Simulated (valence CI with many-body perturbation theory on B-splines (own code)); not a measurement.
Tb L: key properties

Method: relativistic CI+MBPT: six valence electrons over a frozen Dirac-Fock core [Ne], a basis of 9 s, 9 p, 8 d, 6 f, 3 g, 1 h functions for each j, with the one-electron correlation potential Σ1 (screened to all orders), the two-electron term Σ2, the three-electron term Σ3, Breit, model QED; selected single and double excitations, second order for the rest, scaled by the run's own slope (own B-spline code, finite nucleus).

The last digits are not significant, and no measured levels were compared; by estimate large intervals hold to a few tenths of a per cent, small ones and those within an open d or f shell to about a per cent. Among the levels kept, up to 1100 cm⁻¹ of a level comes from second order outside the variational space, and about a tenth of that is noise between levels of different J, which matters for small intervals.

Levels are named by their leading jj configuration (3d3/2^4 stands for four electrons in 3d with j = 3/2), which in mixed levels can hold well under half, so a name can repeat and another be missing.

Rates and lifetimes use the calculated energies. Strong lines usually hold to 10 to 20 %, long lifetimes can be off by a factor of two.

Question: What is the ground level?

Answer: (3s^2 3p1/2^2 3p3/2^2) J=2, composition 69 % 3s2 3p4 3P + 30 % 3s2 3p4 1D, g = 1.339.

Question: Among levels below 473.10 eV, which E1 lines absorb most strongly from the ground level?

Answer: to (3s^2 3p1/2 3p3/2^2 3d3/2) J=2 at 2.963 nm, f = 0.228; to (3s^2 3p1/2 3p3/2^2 3d3/2) J=3 at 3.001 nm, f = 0.223; to (3s^2 3p1/2 3p3/2^2 3d3/2) J=1 at 2.940 nm, f = 0.147.

Question: What are the static dipole polarisabilities of the lowest levels?

Answer: (3s^2 3p1/2^2 3p3/2^2) J=2 0.00585 (tensor 4.1e-05); (3s^2 3p1/2^2 3p3/2^2) J=0 0.00583 bohr³, of which the core gives 8.09e-05.

Question: Name the longest-lived excited levels whose lifetime is computed, and their main decay.

Answer: (3s^2 3p1/2^2 3p3/2^2) J=0 at 16.58 eV lives 94.2 ms, mostly by E2 to (3s^2 3p1/2^2 3p3/2^2) J=2; (3s^2 3p1/2^2 3p3/2 3d3/2) J=0 at 205.36 eV lives 3.78 μs, mostly by E1 to (3s^2 3p1/2 3p3/2^3) J=1; (3s^2 3p1/2^2 3p3/2 3d5/2) J=4 at 245.47 eV lives 2.43 μs, mostly by M1 to (3s^2 3p1/2^2 3p3/2 3d3/2) J=3.

Question: Where does the other parity begin?

Answer: At (3s^2 3p1/2^2 3p3/2 3d3/2) J=2, 198.24 eV.
